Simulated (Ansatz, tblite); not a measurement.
Cost and result up the ladder for Ge₃F₃⁻ (6 atoms). Total charge -1; singlet. Geometry: r2SCAN-D4/def2-SVPD.

```xyz
6

Ge    0.1880   -0.6096   -0.8772
Ge   -0.4878    1.7238   -1.0358
Ge    0.8267   -0.4091    1.4767
F     1.1802    2.4071   -0.6896
F    -0.3670   -1.5372    2.2745
F    -1.3401   -1.5750   -1.1486
```

Ansatz on 4 threads of Arm Neoverse V1 on a shared host; xTB runs through tblite on one thread. Times are rough, summed over both states, and most runs start from the orbitals of an earlier one. No level here is sound enough to serve as a yardstick. The other state is a triplet.

The xTB rows come from tblite. The structure comes from a short search, and lower isomers may exist.

xTB has no spin-polarisation term.

```tsv
level	functions	vertical triplet (eV)	remarks
PBE-D4/def2-TZVPD	282	1.27	HOMO above zero (triplet)
PBE0-D4/def2-TZVPD (with forces)	282	1.27	restricted SCF unstable in HF (singlet)
GFN1-xTB	39	1.33	–
GFN2-xTB	39	1.35	–
```

Question: Estimate how long each takes.

Answer: GFN1-xTB 0.012 s; GFN2-xTB 0.013 s; PBE-D4/def2-TZVPD 25 s; PBE0-D4/def2-TZVPD (with forces) 52 s. On shared hardware such times vary by a factor of up to 3.
